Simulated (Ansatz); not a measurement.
The cluster Rb4H4⁺. Charge 1, multiplicity 2. Geometry PBE0-D4/def2-SVP, that of the neutral singlet; atoms count from 1.

Cartesian coordinates in Å:
```
Rb -1.074 1.525 0.940
Rb 1.085 -1.522 -0.932
Rb 2.053 1.439 -3.461
Rb -2.065 -1.442 3.453
H -2.535 1.084 3.183
H 0.559 1.354 -1.263
H 2.525 -1.087 -3.191
H -0.548 -1.351 1.271
```

In the def2 sets Rb takes a core potential; there is no spin–orbit coupling. The structure comes from a short search, and lower isomers may exist.

(1) Estimate the Mulliken populations from the PBE0/def2-TZVP orbitals of Ansatz.

(2) Where does the spin sit?

Results:

(1) 
```csv
atom,charge (e),spin (α − β)
Rb1,0.85,-0.01
Rb2,0.85,-0.01
Rb3,0.58,-0.05
Rb4,0.58,-0.05
H5,-0.34,0.45
H6,-0.59,0.12
H7,-0.33,0.45
H8,-0.59,0.12
```
Mulliken values depend strongly on the basis.

(2) Summed by element: Rb -0.14, H 1.14, of 1 unpaired in all. Largest on single atoms: H7 0.45, H5 0.45, H8 0.12.
